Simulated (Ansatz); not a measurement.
System: TaO (charge 0, doublet). The spin state was set by rule; other spins were not relaxed. SMILES: [O]=[Ta]
Geometry: optimised at B3LYP-D3(BJ)/def2-TZVP (Ansatz, a program for electronic structure).

Wanted: vertical electron affinity (to the triplet state of charge -1; a negative value means that the extra electron is unbound and the number depends on the basis; each state is the SCF solution reached for its spin; the UHF <S^2> is 2.49 for the triplet (pure: 2.00) and 1.14 for the doublet (pure: 0.75); for the triplet the Hartree-Fock reference is unstable and T1 is 0.074; for the doublet T1 is 0.077), in eV. Cores are frozen in the correlated levels unless marked. UHF or UKS for open shells. No spin-orbit coupling. Frozen are the shells of the preceding noble gas and the d and f shells that filled before the atom's block. Past Kr the def2 sets carry scalar-relativistic core potentials. Anions need diffuse functions: def2-D sets add few. 

```
level              program  vertical electron affinity (eV)
-----------------  -------  -------------------------------
B3LYP/def2-TZVPD    Ansatz                             0.96
PBE0/def2-TZVPD     Ansatz                             1.05
BHLYP/def2-TZVPD    Ansatz                             0.85
CCSD/def2-SVPD      Ansatz                             0.78
CCSD/def2-TZVPPD    Ansatz                             0.88
CCSD(T)/def2-SVPD   Ansatz                             0.75
```
